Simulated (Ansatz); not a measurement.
`CCB(F)Br` + H₂ → `FBBr` + `CC` at 500 K and 1 bar (hydrogenolysis of a B–C bond).

Gas-phase electronic energies from Ansatz, PBE0-D4/def2-TZVP geometries. CCSD(T)/CBS adds triple-zeta CCSD(T) − MP2 to the extrapolated MP2 energy (def2 sets, frozen cores). This one scheme is used for every species. For Br outer-core shells are correlated without core-valence functions, which leaves a few kJ/mol of doubt a bond. Scalar relativity is left out up to krypton. Each species was taken in one conformer, which may not be the lowest.

| species | CCSD(T)/CBS energy (Eh) | H − E (kJ/mol) | S (J/(mol·K)) |
| --- | --- | --- | --- |
| `CCB(F)Br` | -2777.13014 | 233.3 | 405.0 |
| H₂ | -1.17544 | 41.0 | 145.5 |
| `FBBr` | -2698.59010 | 64.0 | 301.5 |
| `CC` | -79.71954 | 220.5 | 259.9 |

H − E and S are ideal-gas, rigid-rotor, harmonic terms from PBE0-D4/def2-TZVP, for one conformer and one mirror image of each species. For small species the MP2-based limit differs from directly extrapolated CCSD(T) by up to some mEh (0.8 for H₂); such offsets cancel only in part. 1 Eh = 2625.50 kJ/mol, R = 8.31446 J/(mol·K).

By hand: ΔE, ΔH, ΔS and ΔG.

ΔE = (-2698.59010) + (-79.71954) − (-2777.13014) − (-1.17544) = -0.00406 Eh = -10.7 kJ/mol. Δ(H − E) = 64.0 + 220.5 − 233.3 − 41.0 = 10.2, so ΔH = -0.5 kJ/mol. ΔS = 301.5 + 259.9 − 405.0 − 145.5 = 10.9 J/(mol·K). ΔG = -0.5 − 500 × (10.9)/1000 = -6.0 kJ/mol.

By hand: the equilibrium constant, and the temperature at which ΔG would vanish if ΔH and ΔS stayed fixed.

log₁₀ K = −ΔG/(RT ln 10) = 0.6. ΔH and −TΔS have one sign here, so there is no such temperature.

TΔS isn't small against ΔH here. A doubt of 5 kJ/mol in ΔE shifts log₁₀ K by 0.5 here. Other conformers and mirror images would add mixing entropy, several J/(mol·K) or more a flexible species. Modes under 60 cm⁻¹, often nearly free rotors, make the harmonic entropy too high. These are equilibria of isolated gas molecules and say nothing of rates. Largest T1 diagnostic: 0.011 (customary marks: 0.02 for closed shells, 0.045 for open ones).

ΔS is within the doubt of such terms, so its sign, and with it that verdict, could turn.
